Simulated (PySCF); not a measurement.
ZrF₃Cl, SMILES [F][Zr]([F])([Cl])[F], multiplicity 1.

Geometry: r2SCAN-D4/def2-SVP. The multiplicity is an assumed one; no other spin state was optimised. The structure was generated by enumeration; whether it is a known compound was not checked. The def2 effective core potentials stand for the cores of Zr; spin–orbit coupling is left out.

The numbers are results of r2SCAN-D4/def2-SVP run with PySCF, not measurements.

Frequencies are harmonic and unscaled.

Modes within 1.5 cm⁻¹ of each other (mostly degenerate sets) share a row, with their intensities summed.

```
mode  ν (cm⁻¹)  IR (km/mol)  Raman (Å⁴/amu)  depolarisation  moving atoms (share of kinetic energy)
----  --------  -----------  --------------  --------------  --------------------------------------
1–2        125         15.0             3.4            0.75                F 58 %, Cl 28 %, Zr 14 %
3–4        159         24.8             1.9            0.75                         F 89 %, Zr 11 %
5          161         17.2             0.3            0.63                F 73 %, Zr 13 %, Cl 13 %
6          415         77.3             4.8            0.08                        Cl 67 %, Zr 29 %
7          691         83.9             8.9            0.00                          F 92 %, Zr 8 %
8–9        710        323.3             0.9            0.75                         F 76 %, Zr 24 %
```
